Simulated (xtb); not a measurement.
Harmonic IR lines of one isomer of C$_{7}$H$_{14}$OSi, unscaled. Level of theory: GFN2-xTB run with xtb.

wavenumber (cm⁻¹): 510 (w), 547 (m), 566 (w), 759 (w), 774 (m), 784 (s), 794 (vs), 1070 (w), 1391 (w), 1786 (vs), 2264 (vs), 2282 (s), 2293 (vs), 2731 (m), 2907 (w), 2947 (vw), 2959 (w), 2965 (w), 2972 (w), 2980 (s), 2987 (m)

Say which structure gives these lines.
A) `O=C[C@@H]1CCC[C@H]([SiH3])C1`
B) `O=C[C@@H]1CCCC[C@H]1[SiH3]`
C) `O=C[C@H]1CC[C@@H]([SiH3])CC1`
D) `O=CC1([SiH3])CCCCC1`

B, `O=C[C@@H]1CCCC[C@H]1[SiH3]`
